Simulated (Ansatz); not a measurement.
Total energies of Ge2O⁺ from Ansatz at PBE-D4/def2-TZVP, gas phase (1 Eh = 27.2114 eV = 2625.5 kJ/mol). The reference geometry is relaxed at PBE0-D4/def2-TZVP.

```xyz
3

Ge    0.0268   -0.5722   -1.6604
Ge   -0.0271    0.5723    1.6603
O     0.0003   -0.0001    0.0001
```

| state | geometry | energy (Eh) |
| --- | --- | --- |
| charge 1 doublet | reference | -4228.31758 |
| charge 0 triplet | reference | -4228.55423 |
| charge 1 quartet | relaxed at PBE0-D4/def2-TZVP | -4228.17550 |

Task: Work out the vertical electron affinity, to the triplet.

Result: E(charge 1 doublet) − E(charge 0 triplet) = -4228.31758 − (-4228.55423) = 0.23665 Eh = 6.44 eV.

Task: Which of the charge 1 states is lowest, and how far above it are the others?

Result: The doublet. quartet: -4228.17550 − (-4228.31758) = 0.14208 Eh = 373.0 kJ/mol.

The structure comes from a short search, and lower isomers may exist.
